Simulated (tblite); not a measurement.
Species: C4H11B2N.
SMILES with atom numbers: `[CH3:1][BH:2][NH:3][BH:4]/[CH:5]=[CH:6]/[CH3:7]` (hydrogens: H8, H9, H10 on C1; H11 on B2; H12 on N3; H13 on B4; H14 on C5; H15 on C6; H16, H17, H18 on C7)

Computed with GFN2-xTB (tblite), gas phase: L-BFGS steps from a force-field or distance-geometry start until the largest atomic force falls under 0.01 eV/Å.

Step 35: E = -532.7540 eV
```
atom  x, y, z in Å  |  force x, y, z in eV/Å
C1     -3.1617    0.8203    0.0635   -0.090  -0.362  -0.061
B2     -2.3797   -0.5039   -0.3230   -0.130  -0.196  -0.136
N3     -0.9870   -0.5923   -0.1417   -0.144   0.152   0.211
B4     -0.0424   -1.4591   -0.7336    0.262   0.138   0.072
C5      1.4598   -1.0166   -0.6873    0.094  -0.025   0.217
C6      1.8418    0.2021   -0.2962   -0.080   0.081  -0.199
C7      3.2262    0.7734   -0.2698   -0.117  -0.046   0.089
H8     -3.2057    0.9260    1.1378   -0.035   0.055   0.335
H9     -2.6904    1.7100   -0.3153    0.321   0.334  -0.132
H10    -4.1808    0.8340   -0.3040   -0.140  -0.081   0.002
H11    -2.9306   -1.4309   -0.7794   -0.043  -0.014  -0.086
H12    -0.5900    0.1708    0.3961   -0.011   0.026  -0.166
H13    -0.4164   -2.4329   -1.2649    0.060   0.033  -0.038
H14     2.2599   -1.6928   -0.9725   -0.112  -0.081  -0.089
H15     1.0773    0.9123   -0.0014    0.048   0.089  -0.044
H16     3.9367    0.0593    0.1465    0.006   0.034  -0.114
H17     3.5569    1.0544   -1.2755   -0.072  -0.116   0.151
H18     3.2173    1.6722    0.3445    0.183  -0.019  -0.013
```

Step 36: E = -532.7657 eV
```
atom  x, y, z in Å  |  force x, y, z in eV/Å
C1     -3.1720    0.8188    0.0700    0.018  -0.181  -0.054
B2     -2.3803   -0.4964   -0.3405   -0.114  -0.073  -0.024
N3     -0.9889   -0.5813   -0.1505   -0.089   0.073   0.127
B4     -0.0398   -1.4582   -0.7260    0.202   0.016   0.047
C5      1.4652   -1.0222   -0.6749    0.039  -0.018   0.134
C6      1.8455    0.2005   -0.2953   -0.060   0.074  -0.165
C7      3.2304    0.7710   -0.2717   -0.119  -0.027   0.071
H8     -3.2104    0.9129    1.1517   -0.029   0.037   0.111
H9     -2.7064    1.7234   -0.3061    0.183   0.094  -0.012
H10    -4.1935    0.8270   -0.2958   -0.087  -0.065   0.044
H11    -2.9235   -1.4189   -0.8055   -0.085  -0.075  -0.125
H12    -0.5930    0.1860    0.3808   -0.012   0.035  -0.142
H13    -0.4083   -2.4503   -1.2449    0.093   0.201   0.039
H14     2.2615   -1.7004   -0.9700   -0.129  -0.048  -0.033
H15     1.0798    0.9119   -0.0025    0.081   0.064  -0.046
H16     3.9440    0.0574    0.1397   -0.003   0.025  -0.117
H17     3.5556    1.0562   -1.2780   -0.064  -0.124   0.142
H18     3.2252    1.6690    0.3433    0.173  -0.009   0.004
```

Step 37: E = -532.7785 eV
```
atom  x, y, z in Å  |  force x, y, z in eV/Å
C1     -3.1757    0.8117    0.0763    0.047   0.079  -0.016
B2     -2.3862   -0.4963   -0.3459   -0.033  -0.062   0.008
N3     -0.9952   -0.5725   -0.1560    0.018  -0.220  -0.057
B4     -0.0373   -1.4558   -0.7202    0.039   0.067   0.093
C5      1.4668   -1.0231   -0.6601   -0.023  -0.037   0.003
C6      1.8462    0.2044   -0.2975   -0.034   0.056  -0.058
C7      3.2316    0.7684   -0.2705   -0.054   0.014   0.025
H8     -3.2114    0.9122    1.1629   -0.043  -0.001  -0.073
H9     -2.7028    1.7216   -0.3023    0.034  -0.107   0.066
H10    -4.1969    0.8150   -0.2945   -0.043  -0.006   0.097
H11    -2.9258   -1.4123   -0.8231   -0.095  -0.116  -0.132
H12    -0.5989    0.1937    0.3669    0.035   0.187  -0.020
H13    -0.4021   -2.4519   -1.2373    0.099   0.230   0.059
H14     2.2541   -1.7061   -0.9694   -0.096  -0.012   0.038
H15     1.0824    0.9188   -0.0059    0.085   0.044  -0.050
H16     3.9495    0.0566    0.1339   -0.018  -0.025  -0.095
H17     3.5544    1.0551   -1.2752   -0.041  -0.108   0.064
H18     3.2386    1.6668    0.3417    0.124   0.016   0.049
```

Problem. Estimate the geometry and energy of step 38. (The exact step hangs on the optimiser's Hessian estimate; all steps are aligned on step 37, rigid shifts and turns removed.)

Solution. E = -532.7879 eV, largest force 0.313 eV/Å
```
atom  x, y, z in Å  |  force x, y, z in eV/Å
C1     -3.1824    0.8041    0.0875    0.064   0.137  -0.053
B2     -2.3932   -0.4974   -0.3560    0.000  -0.030   0.069
N3     -1.0019   -0.5680   -0.1664    0.076  -0.080  -0.026
B4     -0.0356   -1.4485   -0.7155   -0.007  -0.104   0.063
C5      1.4684   -1.0231   -0.6464   -0.059  -0.002  -0.080
C6      1.8496    0.2082   -0.2987    0.015   0.003   0.023
C7      3.2367    0.7658   -0.2701   -0.006   0.039   0.007
H8     -3.2165    0.9143    1.1748   -0.047  -0.066  -0.135
H9     -2.7029    1.7141   -0.2912   -0.055  -0.161   0.063
H10    -4.2034    0.7997   -0.2873   -0.006   0.064   0.134
H11    -2.9319   -1.4024   -0.8547   -0.077  -0.121  -0.111
H12    -0.6050    0.2102    0.3433   -0.035   0.103  -0.031
H13    -0.3965   -2.4564   -1.2195    0.120   0.281   0.067
H14     2.2469   -1.7141   -0.9603   -0.065   0.020   0.079
H15     1.0900    0.9266   -0.0073    0.064   0.041  -0.057
H16     3.9606    0.0545    0.1247   -0.056  -0.049  -0.076
H17     3.5544    1.0541   -1.2739   -0.019  -0.085  -0.009
H18     3.2541    1.6646    0.3409    0.093   0.013   0.073
```

The energy changes by -0.0094 eV. The first-order estimate −F·Δx gives -0.0139 eV and the mean of the old and new forces, exact on a quadratic surface, -0.0094 eV. The step makes an angle of 70° with the force vector and moves no atom by more than 0.034 Å.

What follows is the cost of the whole relaxation. The run took 2.6 s wall on an Intel Xeon at 2.50 GHz with one thread, on a shared host.
